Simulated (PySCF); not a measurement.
Compound: C3H8GeSi.
Geometry (PBE0-D3(BJ)/def2-SVP, Å), atoms numbered from 1 in this order:
```
atom  x, y, z in Å
C1     2.7498    1.1353   -0.0317
Si2    1.5795    0.3832    1.2248
C3    -0.1060    0.2243    0.5040
C4    -1.2186    0.1293    0.0021
Ge5   -2.9523   -0.0210   -0.7636
H6     3.7606    1.2324    0.3936
H7     2.4024    2.1347   -0.3336
H8     2.8099    0.5045   -0.9311
H9     2.0431   -0.9762    1.6364
H10    1.4874    1.2401    2.4454
H11   -3.9050   -0.6201    0.2810
H12   -3.4336    1.3775   -1.1770
H13   -2.8729   -0.9364   -1.9941
```

All values: CAM-B3LYP/def2-SVPD (PySCF, non-relativistic), on one gas-phase PBE0-D3(BJ)/def2-SVP geometry that isn't relaxed in the solvent. The solvent is an IEF-PCM continuum (Bondi radii, 1.10 Å for H, scaled by 1.2), and excitations are vertical TDDFT with non-equilibrium linear response and a frozen core. Only the electrostatic response of the medium enters. Spin–orbit coupling is left out although an atom past zinc is present.

Gas-phase singlets (H = HOMO, L = LUMO):

```
state  E (eV)  λ (nm)      f  leading configurations
   S1   5.612     221  0.000    H→L 45%, H-1→L+1 39%
   S2   5.858     212  0.005    H→L+1 44%, H-1→L 41%
   S3   5.859     212  0.003    H-1→L+1 51%, H→L 34%
   S4   7.347     169  0.000               H→L+2 79%
   S5   7.359     168  0.020   H-1→L+2 75%, H-1→L 9%
```

**Question.** What are the lowest 5 singlets in methanol (ε = 32.61)?

**Answer.** 
| state | E (eV) | λ (nm) | f | leading configurations | change by rank (eV) |
| --- | --- | --- | --- | --- | --- |
| S1 | 5.684 | 218 | 0.000 | H-1→L 44%, H→L+1 41% | +0.072 |
| S2 | 5.919 | 209 | 0.005 | H→L+1 48%, H-1→L 39% | +0.061 |
| S3 | 5.919 | 209 | 0.007 | H-1→L+1 44%, H→L 43% | +0.060 |
| S4 | 7.415 | 167 | 0.009 | H-1→L+2 70%, H→L+2 13% | +0.068 |
| S5 | 7.416 | 167 | 0.042 | H→L+2 65%, H-1→L+2 14% | +0.057 |

**Question.** Give the list for acetonitrile (ε = 35.69), n² = 1.81.

**Answer.** 
| state | E (eV) | λ (nm) | f | leading configurations | change by rank (eV) |
| --- | --- | --- | --- | --- | --- |
| S1 | 5.684 | 218 | 0.000 | H-1→L 44%, H→L+1 41% | +0.072 |
| S2 | 5.919 | 209 | 0.005 | H→L+1 48%, H-1→L 39% | +0.061 |
| S3 | 5.919 | 209 | 0.007 | H-1→L+1 44%, H→L 43% | +0.060 |
| S4 | 7.414 | 167 | 0.013 | H-1→L+2 64%, H→L+2 19% | +0.067 |
| S5 | 7.415 | 167 | 0.040 | H→L+2 59%, H-1→L+2 20% | +0.056 |

**Question.** How do the frontier levels move from gas to acetonitrile?

**Answer.** 
```csv
orbital,gas (eV),solvent (eV),change (eV),"Löwdin shares, gas","Löwdin shares, solvent"
LUMO+2,0.85,0.90,+0.05,"Ge5 54 %, H11 10 %, C4 10 %, H13 7 %","Ge5 50 %, C4 13 %, H11 9 %, C3 7 %"
LUMO+1,0.76,0.72,-0.04,"C4 25 %, C3 25 %, Ge5 18 %, Si2 13 %","C4 26 %, C3 26 %, Ge5 16 %, Si2 13 %"
LUMO,0.61,0.61,0.00,"C4 21 %, C3 20 %, Si2 17 %, Ge5 12 %","C4 23 %, C3 23 %, Si2 16 %, Ge5 12 %"
HOMO,-9.23,-9.33,-0.10,"C4 36 %, C3 36 %, Si2 8 %, Ge5 6 %","C4 34 %, C3 34 %, C1 8 %, Ge5 7 %"
HOMO-1,-9.23,-9.34,-0.11,"C4 36 %, C3 36 %, Ge5 7 %, C1 6 %","C3 35 %, C4 35 %, Si2 8 %, Ge5 7 %"
HOMO-2,-10.94,-10.85,+0.09,"C1 33 %, Si2 24 %, H9 6 %, C3 6 %","C1 32 %, Si2 23 %, C3 6 %, Ge5 6 %"
HOMO-3,-11.06,-11.02,+0.04,"Si2 30 %, H10 18 %, H9 18 %, C1 8 %","Si2 27 %, H10 16 %, H9 16 %, Ge5 9 %"
```

The HOMO–LUMO gap goes from 9.84 to 9.93 eV. Rows go by rank; for HOMO-1 and HOMO the atom shares or the degeneracy differ between the runs, so the row needn't follow one orbital. Shares within a degenerate set are those of one arbitrary member.
